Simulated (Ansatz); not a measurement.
Born–Oppenheimer molecular dynamics of FH5O3W (10 atoms, charge 0, multiplicity 1). It starts from a relaxed structure.

Method: Ansatz 0.2.0, RHF/def2-SVP.

```json
{"ensemble": "NVT, Langevin thermostat", "time step": "1 fs", "steps asked": "500", "set temperature": "1000 K", "friction": "0.001 /fs", "seed": "489419"}
```

First frame:

```xyz
10
Properties=species:S:1:pos:R:3
W 0.385 -0.317 -0.076
F 0.499 -0.390 1.805
O 2.228 0.134 -0.048
H 2.769 0.764 0.401
H 0.179 1.317 0.209
H -1.179 0.174 0.248
O -0.375 -2.053 0.021
H -1.077 -2.465 0.499
O 0.118 -0.056 -1.859
H -0.142 0.235 -2.716
```

Task: How far do the bonds stretch over the last three quarters of this one trajectory? (Pairs bonded in most of those frames.)

Result: 
```json
{"bond": "W1–F2", "mean (Å)": "1.892", "spread (Å)": "0.047", "shortest": "1.81", "longest": "2.03"}
{"bond": "W1–O3", "mean (Å)": "1.905", "spread (Å)": "0.052", "shortest": "1.82", "longest": "2.02"}
{"bond": "W1–H5", "mean (Å)": "1.680", "spread (Å)": "0.041", "shortest": "1.58", "longest": "1.82"}
{"bond": "W1–H6", "mean (Å)": "1.685", "spread (Å)": "0.039", "shortest": "1.58", "longest": "1.79"}
{"bond": "W1–O7", "mean (Å)": "1.901", "spread (Å)": "0.063", "shortest": "1.78", "longest": "2.04"}
{"bond": "W1–O9", "mean (Å)": "1.846", "spread (Å)": "0.035", "shortest": "1.74", "longest": "1.93"}
{"bond": "O3–H4", "mean (Å)": "0.952", "spread (Å)": "0.039", "shortest": "0.89", "longest": "1.02"}
{"bond": "O7–H8", "mean (Å)": "0.947", "spread (Å)": "0.017", "shortest": "0.92", "longest": "0.98"}
{"bond": "O9–H10", "mean (Å)": "0.951", "spread (Å)": "0.039", "shortest": "0.88", "longest": "1.02"}
```

Mean temperature of the second half: 665 K. The mean temperature of the second half is 33 % below the set value. A run of 0.5 ps of so small a system gives no equilibrium averages.

The run took 13 min on 2 threads of Arm Neoverse V2, with other jobs on the host, peak memory 0.23 GiB.
